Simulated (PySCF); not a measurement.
SMILES CC(C)C[SiH2]O, GFN2-xTB optimised geometry.

```
18

C      1.39    -1.25     0.00
C     -0.13    -1.25     0.00
C     -0.65    -2.03    -1.21
C     -0.69     0.17     0.00
Si    -0.22     1.22     1.52
O     -1.29     2.43     1.73
H      1.77    -2.27    -0.05
H      1.77    -0.70    -0.86
H      1.78    -0.79     0.90
H     -0.48    -1.76     0.91
H     -0.29    -3.05    -1.20
H     -1.74    -2.06    -1.21
H     -0.32    -1.56    -2.13
H     -1.78     0.11    -0.06
H     -0.36     0.67    -0.92
H     -0.39     0.49     2.77
H      1.13     1.77     1.36
H     -1.49     3.05     1.04
```

Density from PBE0/def2-SVP in PySCF 2.14.0 at that geometry.

Minimum of the electron density along straight lines between bonded atoms, close to the bond critical point (lines longer than 1.1 times the sum of covalent radii, or with two minima, are not listed):

| bond | length / Å | ρ at the minimum / e bohr⁻³ | ∇²ρ there / e bohr⁻⁵ | position (fraction from the first atom) |
|---|---|---|---|---|
| C1–C2 | 1.525 | 0.245 | -0.56 | 0.50 |
| C2–C3 | 1.529 | 0.244 | -0.55 | 0.50 |
| C2–C4 | 1.529 | 0.240 | -0.53 | 0.50 |
| C4–Si5 | 1.904 | 0.113 | [?] | 0.62 |
| Si5–O6 | 1.630 | 0.128 | 1.06 | 0.41 |
| C1–H7 | 1.088 | 0.276 | -1.01 | 0.62 |
| C1–H8 | 1.088 | 0.275 | -1.00 | 0.62 |
| C1–H9 | 1.087 | 0.276 | -1.00 | 0.62 |
| C2–H10 | 1.096 | 0.276 | -0.99 | 0.62 |
| C3–H11 | 1.088 | 0.276 | -1.00 | 0.62 |
| C3–H12 | 1.088 | 0.276 | -1.00 | 0.62 |
| C3–H13 | 1.089 | 0.275 | -1.00 | 0.62 |
| C4–H14 | 1.094 | 0.269 | -0.94 | 0.62 |
| C4–H15 | 1.094 | 0.268 | -0.93 | 0.62 |
| Si5–H16 | 1.457 | 0.120 | 0.33 | 0.49 |
| Si5–H17 | 1.468 | 0.117 | 0.32 | 0.49 |
| O6–H18 | 0.953 | 0.357 | [?] | 0.82 |

### Question
Complete the blanks.

### Answer

- C4–Si5, ∇²ρ there / e bohr⁻⁵: 0.30
- O6–H18, ∇²ρ there / e bohr⁻⁵: -2.42
